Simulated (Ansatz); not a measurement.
diethyl ether (C₄H₁₀O), singlet, at a GFN2-xTB geometry; Ansatz (an electronic-structure program) with HF/def2-TZVPD.

Input for Ansatz:
Ansatz 0.2 input:
```yaml
crystal:
  periodic: [false, false, false]
  atoms:
    - {symbol: C, position_ang: [2.31193937, 0.42462585, -0.10021116]}
    - {symbol: C, position_ang: [0.80820662, 0.65120833, -0.11203806]}
    - {symbol: O, position_ang: [0.17894296, -0.51873795, 0.36510560]}
    - {symbol: C, position_ang: [-1.20164853, -0.39524895, 0.60856122]}
    - {symbol: C, position_ang: [-2.05499286, -0.29481371, -0.65548392]}
    - {symbol: H, position_ang: [2.64600438, 0.20730155, 0.91045877]}
    - {symbol: H, position_ang: [2.56006273, -0.42179137, -0.73423191]}
    - {symbol: H, position_ang: [2.82502165, 1.30980104, -0.46599428]}
    - {symbol: H, position_ang: [0.54503811, 1.50463799, 0.53392337]}
    - {symbol: H, position_ang: [0.47474844, 0.88238540, -1.13449793]}
    - {symbol: H, position_ang: [-1.39316638, 0.47660114, 1.25467794]}
    - {symbol: H, position_ang: [-1.46653538, -1.30216513, 1.15892853]}
    - {symbol: H, position_ang: [-3.10647557, -0.35394512, -0.38813854]}
    - {symbol: H, position_ang: [-1.81463238, -1.11383721, -1.32877417]}
    - {symbol: H, position_ang: [-1.88263689, 0.64628634, -1.17216492]}
basis:
  gaussian:
    orbitals: def2-TZVPD
hamiltonian:
  xc: hf
```

Problem. Write the output that Ansatz gives for this input, abridged.

Solution. 
```
Functional definition: HF
1725 factors; their error is unknown
mean field evaluation 1: about -6315.4340 eV, gradient 3.9e1 eV
mean field evaluation 2: about -6318.7359 eV, gradient 1.7e1 eV
mean field evaluation 4: about -6319.3633 eV, gradient 1.4e0 eV
mean field evaluation 8: about -6319.4313 eV, gradient 6.3e-1 eV
mean field -6319.43186656 eV, -232.2348376311 hartree, gradient 2.3e-5 eV, S^2 0.000000; 0 other end points of the search recorded, 0 dependent functions left out
reference -6319.43186656 eV, -232.2348376311 hartree; 21, 21 occupied and 257, 257 virtual orbitals, 1725 factors
Total energy: -6319.43186656 eV, -232.2348376311 hartree
```
